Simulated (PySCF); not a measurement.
Excitations are Tamm–Dancoff values on a coarser integration grid. The basis has no diffuse functions, so Rydberg states are missing or too high.

Species: H3AlBr2Si, SMILES `[SiH3][Al]([Br])[Br]` (charge 0, multiplicity 1).

Question: What HOMO, S1–T1 gap (TDA), T1 excitation (TDA), brightest of the four lowest singlets (TDA) and dipole moment does PySCF with ωB97X-D3(BJ)/def2-TZVP // PBE0-D3(BJ)/def2-TZVP give?

Answer: 
```yaml
HOMO: -10.37 eV
S1–T1 gap (TDA): 0.77 eV
T1 excitation (TDA): 4.49 eV
brightest of the four lowest singlets (TDA): 6.72 eV
dipole_moment: 0.292 e·Å
```
